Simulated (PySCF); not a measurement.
Precursor series Y Cl-NH2. Isolated molecules, 0 K electronic values unless said otherwise. One relaxed conformer stands for each flexible species; it need not be the lowest.

The LUMO from two functionals at the same geometries (PBE-D3(BJ)/def2-SVP), both in PySCF: PBE-D3(BJ)/def2-TZVP and B3LYP-D3(BJ)/def2-TZVP. B3LYP has the VWN-RPA correlation part, as in Gaussian. 

| species | PBE-D3(BJ)/def2-TZVP (eV) | B3LYP-D3(BJ)/def2-TZVP (eV) |
|---|---|---|
| 0 of 3 Cl replaced by NH2 | -3.69 | -3.28 |
| 1 of 3 Cl replaced by NH2 ([Y(Cl)2(NH2)]) | -3.02 | -2.61 |
| 2 of 3 Cl replaced by NH2 | -2.40 | -2.00 |
| 3 of 3 Cl replaced by NH2 ([Y(NH2)3]) | -1.84 | -1.45 |

Over these rows, drawn at random from the members with no instability flagged (it was tested for open shells, ions and some series alone), PBE minus B3LYP-D3(BJ): mean -0.40 eV, from -0.41 eV to -0.39 eV.
